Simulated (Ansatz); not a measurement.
Reaction (substitution at a C–I bond): `FCC(F)I` + HCl → `FCC(F)Cl` + HI

Calculated with Ansatz (gas phase, PBE0-D4/def2-TZVP geometries, no zero-point term in ΔE). CCSD(T)/CBS adds triple-zeta CCSD(T) − MP2 to the extrapolated MP2 energy (def2 sets, frozen cores). This one scheme is used for every species. Functionals use def2-TZVPP. HSE06 is defined as in plane-wave codes. def2 core potentials past Kr. For I outer-core shells are correlated without core-valence functions, which leaves a few kJ/mol of doubt a bond. Each species was taken in one conformer, which may not be the lowest.

CCSD(T)/CBS gives +11.3 kJ/mol.

Task: Another level gave +4.9 kJ/mol. Which?
A. BHLYP/def2-TZVPP
B. HF/def2-TZVPP
C. revPBE-D4/def2-TZVPP
D. HSE06-D4/def2-TZVPP

Result: D. HSE06-D4 4.9, HF/def2-TZVPP -7.1, BHLYP -1.1, revPBE-D4 9.0 kJ/mol.

Largest T1 diagnostic among the species: 0.011.

From BLYP to BHLYP (50 % exact exchange), in def2-TZVPP and without D4, ΔE moves by −6.8 kJ/mol. Leaving LDA and LC-ωPBE aside and taking each functional with its dispersion term where it has one, the values, not all of them listed here, spread over 9.2 kJ/mol, from ωB97X-V to BLYP-D4. LDA lies −3.3 kJ/mol from PBE without D4.
